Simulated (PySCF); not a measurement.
A TDDFT job was run through a driver script with this input:

```
{"job": {"kind": "uv", "xc": "PBE0", "basis": "def2-SVPD", "nstates": 6, "ntriplets": 2}, "charge": 0, "multiplicity": 1}
C     -2.164585     0.229262    -0.461343
C     -1.125911    -0.502124     0.330491
O     -1.357710    -1.385781     1.116925
C      0.269514    -0.053686     0.078137
C      1.451106    -0.562948     0.684999
C      2.418694     0.192552     0.100363
F      3.725054     0.202811     0.242277
O      1.897746     1.064911    -0.765360
N      0.561269     0.903357    -0.770851
H     -2.105209     1.291381    -0.237133
H     -3.154573    -0.151319    -0.226242
H     -1.956888     0.112269    -1.522032
H      1.537105    -1.340199     1.412041
```

Theory: TDDFT PBE0/def2-SVPD, vertical, gas phase, core orbitals frozen in the response in PySCF. Job line and output are in the format of a driver script around the code.

Q: Give the output.

A: 
```
coarse grid: 12232 points
cycle   1  E = -496.7872613736  dE =  1.850e+00  |g| = 9.168e-01  |ddm| = 6.167e+00
cycle   2  E = -496.3259599184  dE =  4.613e-01  |g| = 1.768e+00  |ddm| = 4.978e+00
cycle   3  E = -496.9480548366  dE = -6.221e-01  |g| = 2.380e-01  |ddm| = 3.951e+00
cycle   4  E = -496.9581188113  dE = -1.006e-02  |g| = 1.006e-01  |ddm| = 4.575e-01
cycle   5  E = -496.9600016001  dE = -1.883e-03  |g| = 3.322e-02  |ddm| = 1.573e-01
cycle   6  E = -496.9602210602  dE = -2.195e-04  |g| = 1.177e-02  |ddm| = 6.242e-02
cycle   7  E = -496.9602504403  dE = -2.938e-05  |g| = 3.509e-03  |ddm| = 2.648e-02
cycle   8  E = -496.9602529459  dE = -2.506e-06  |g| = 9.522e-04  |ddm| = 6.317e-03
final grid: 122544 points
cycle   9  E = -497.0378181560  dE = -1.517e-05  |g| = 1.371e-02  |ddm| = 1.621e-01
cycle  10  E = -497.0377170249  dE =  1.011e-04  |g| = 2.675e-02  |ddm| = 4.820e-02
cycle  11  E = -497.0378534243  dE = -1.364e-04  |g| = 2.383e-03  |ddm| = 3.476e-02
cycle  12  E = -497.0378546251  dE = -1.201e-06  |g| = 4.051e-04  |ddm| = 4.052e-03
cycle  13  E = -497.0378546523  dE = -2.720e-08  |g| = 1.633e-04  |ddm| = 7.412e-04
cycle  14  E = -497.0378546568  dE = -4.519e-09  |g| = 8.257e-05  |ddm| = 3.674e-04
cycle  15  E = -497.0378546583  dE = -1.500e-09  |g| = 1.690e-05  |ddm| = 1.618e-04
cycle  16  E = -497.0378546584  dE = -6.537e-11  |g| = 5.289e-06  |ddm| = 3.557e-05
converged SCF energy = -497.0378546584

Static polarisability (au): isotropic 69.244, principal 44.950 72.397 90.386

Singlet excitations
state   eV       nm        f      main configurations
  1   3.9032    317.6   0.00009   H->L 0.96
  2   5.2622    235.6   0.03019   H-1->L 0.95
  3   5.6905    217.9   0.00310   H-3->L 0.98
  4   6.5274    189.9   0.00002   H->L+1 0.95
  5   6.5713    188.7   0.18860   H-2->L 0.88
  6   7.3603    168.4   0.25564   H-1->L+1 0.90

Triplet excitations (Tamm-Dancoff, eV): 3.3363 3.8666
```

Isolated species at its GFN2-xTB geometry (one conformer only).

The SCF starts on a coarse grid; the energy jumps when the final grid takes over, and dE counts afresh there. H and L stand for HOMO and LUMO.

Shape of the structure used: `[CH3:1][C:2](=[O:3])[c:4]1[cH:5][c:6]([F:7])[o:8][n:9]1`: C1–C2–C4–C5 180°.
